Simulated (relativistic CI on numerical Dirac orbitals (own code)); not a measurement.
d4 in a ligand field

Computed with a parametric ligand-field model of a d^n configuration (Racah B and C, spin-orbit zeta, crystal field), exact diagonalisation.

Field parameters in Wybourne normalisation: Oh B⁴₀ = 21Dq, B⁴₄ = √(5/14) B⁴₀; Td as Oh with Dq negative (B⁴₀ = 21Dq, B⁴₄ = √(5/14) B⁴₀). The field is a parameter set, without covalency.

Question: Ground term and bands for B = 400, C = 1730, ζ = 0 cm⁻¹, Td, 10Dq = -2450 cm⁻¹?

Answer: Ground term 5T2 with 2.00 electrons in the two orbitals of the cubic e set. Spin-allowed: 5E 2450 cm⁻¹. Lowest spin-forbidden: 3T1 6993 cm⁻¹ (1430 nm), 3T2 8033 cm⁻¹ (1245 nm), 3T1 8949 cm⁻¹ (1117 nm).

Question: Ground term and bands for B = 1020, C = 3790, ζ = 0 cm⁻¹, Oh, 10Dq = 18850 cm⁻¹?

Answer: Ground term 5E with 1.00 electrons in the two orbitals of the cubic e set. Spin-allowed: 5T2 18850 cm⁻¹ (531 nm). Lowest spin-forbidden: 3T1 4345 cm⁻¹ (2301 nm), 1T2 15077 cm⁻¹ (663 nm), 1E 16557 cm⁻¹ (604 nm).

Question: Ground term and bands for B = 490, C = 2220, ζ = 0 cm⁻¹, Oh, 10Dq = 35250 cm⁻¹?

Answer: Ground term 3T1 with 0.01 electrons in the two orbitals of the cubic e set. Spin-allowed: 3E 33013 cm⁻¹ (303 nm), 3T1 33574 cm⁻¹ (298 nm), 3T2 34180 cm⁻¹ (293 nm), 3A1 34900 cm⁻¹ (287 nm). Lowest spin-forbidden: 1T2 6689 cm⁻¹ (1495 nm), 1E 7214 cm⁻¹ (1386 nm), 1A1 15822 cm⁻¹ (632 nm).

Question: A d4 ion in Oh symmetry has the ground term 3T1 and bands at 5E 1243 cm⁻¹, 1T2 10773 cm⁻¹ (928 nm), 1E 11937 cm⁻¹ (838 nm), 3E 20923 cm⁻¹ (478 nm), 3T1 21938 cm⁻¹ (456 nm), 3T2 22866 cm⁻¹ (437 nm), 3A1 24243 cm⁻¹ (412 nm). Which parameters reproduce them?

Answer: B = 840, C = 3860, ζ = 0 cm⁻¹, Oh, 10Dq = 24200 cm⁻¹.

Question: Ground term and bands for B = 360, C = 1360, ζ = 0 cm⁻¹, Oh, 10Dq = 4150 cm⁻¹?

Answer: Ground term 5E with 1.00 electrons in the two orbitals of the cubic e set. Spin-allowed: 5T2 4150 cm⁻¹ (2410 nm). Lowest spin-forbidden: 3T1 3954 cm⁻¹ (2529 nm), 3E 7185 cm⁻¹ (1392 nm), 3T1 7559 cm⁻¹ (1323 nm).
